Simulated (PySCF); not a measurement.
C₄H₃Cl₂F, SMILES F[C@@H](Cl)C=C=CCl. Geometry optimised at TPSSh-D3(BJ)/def2-SVP. The structure was generated by enumeration; whether it is a known compound was not checked. The values are those of a single conformer.

Computed equilibrium geometry at TPSSh-D3(BJ)/def2-SVP (PySCF confirms it by a frequency run) as Cartesian coordinates in Å (one conformer of several):
```xyz
10

F     -2.1075    -1.2706     0.4445
C     -1.4487    -0.2680    -0.2000
Cl    -2.6432     1.0355    -0.5936
C     -0.3763     0.2940     0.6822
C      0.8760     0.3868     0.2998
C      2.1158     0.4940    -0.1070
Cl     3.3039    -0.7633     0.1262
H     -1.0663    -0.6393    -1.1592
H     -0.7018     0.6287     1.6748
H      2.5035     1.3787    -0.6191
```
